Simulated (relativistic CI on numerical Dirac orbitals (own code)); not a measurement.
## What each ingredient does to the levels of Tl32+

Base calculation: Dirac-Coulomb-Breit CI, orbitals from a KLI potential per configuration, a model potential for QED, unscaled Slater integrals.

Configuration list (outside the closed core [Ar] 3d10): 4s2 4p6 4d10 4f3, 4s2 4p6 4d9 4f4, 4s2 4p6 4d10 4f2 5s, 4s2 4p6 4d10 4f2 5p, 4s2 4p6 4d10 4f 5s2, 4s2 4p5 4d10 4f4, 4s2 4p6 4d10 4f 5s 5p, 4s2 4p6 4d10 4f2 5d, 4s2 4p6 4d10 4f 5p2, 4s 4p6 4d10 4f4, 4s2 4p6 4d10 4f 5s 5d, 4s2 4p6 4d9 4f3 5s, 4s2 4p4 4d10 4f5, 4s2 4p6 4d9 4f2 5s2, 4s2 4p6 4d10 4f2 5f, 4s2 4p6 4d10 4f 5p 5d, 4s2 4p6 4d9 4f3 5p, 4s2 4p6 4d10 4f2 6s, 4s2 4p6 4d10 4f2 5g, 4s2 4p6 4d10 4f 5d2, 4s2 4p6 4d10 4f2 6p, 4p6 4d10 4f5, 4s2 4p5 4d10 4f2 5s2, 4s2 4p6 4d10 4f2 6d, 4s2 4p5 4d10 4f3 5s, 4s2 4p6 4d10 4f2 6g, 4s2 4p6 4d10 4f2 7s, 4s 4p6 4d10 4f2 5s2, 4p6 4d10 4f4 5s. Levels of other configurations are missing.

Variants: (1) one mean potential for all configurations. Shifts of the energy above 4s2 4p6 4d10 4f3 4I°_9/2, in cm⁻¹, for the lowest level and the first level of each name with at least 55 % of one term (blank where a level changes its place among those of its configuration and J or its character, or is not in the variant):

```tsv
Level	Base	Δ(1)
4s2 4p6 4d10 4f3 4I°_9/2	0	0
4s2 4p6 4d10 4f3 4I°_11/2	41040	-113
4s2 4p6 4d10 4f3 4I°_13/2	70560	-161
4s2 4p6 4d10 4f3 4I°_15/2	92902	-179
4s2 4p6 4d10 4f3 4G°_7/2	102863	-123
4s2 4p6 4d10 4f3 2K°_13/2	114924	-183
4s2 4p6 4d10 4f3 4G°_9/2	133498	-197
4s2 4p6 4d10 4f3 2D°_5/2	155822	-226
4s2 4p6 4d10 4f3 2H°_9/2	165433	-222
4s2 4p6 4d10 4f3 4D°_7/2	175316	-190
4s2 4p6 4d10 4f3 2I°_13/2	175656	-227
4s2 4p6 4d10 4f3 2L°_17/2	180712	-231
4s2 4p6 4d10 4f3 2F°_7/2	226789	-252
4s2 4p6 4d10 4f2 5s 4H_7/2	1704200	-313
4s2 4p6 4d10 4f2 5s 4F_3/2	1729928	-443
4s2 4p6 4d10 4f2 5s 4H_11/2	1755836	+22
4s2 4p6 4d10 4f2 5s 4F_7/2	1769401	-121
4s2 4p6 4d10 4f2 5s 4H_13/2	1789825	+87
4s2 4p6 4d10 4f2 5s 2H_11/2	1800132	+121
4s2 4p6 4d10 4f2 5s 4P_1/2	1804790	-840
4s2 4p6 4d10 4f2 5s 4P_3/2	1831325	-512
4s2 4p6 4d10 4f2 5s 2P_1/2	1839899	-459
```

At this charge energies of transitions that change n are usually good to better than 1 %, and those within a shell (Δn = 0) to a few per cent. Terms inside the open d or f shell come out 10 to 20 % too wide with unscaled integrals.

Ionisation energy from the two ground configurations alone: base 1214.84 eV. The NIST ASD value (theoretical) is 1230 eV.

LS names give the leading component of a level, which can be under half, so a name can repeat, a term be missing and a line seem to break the LS rules.
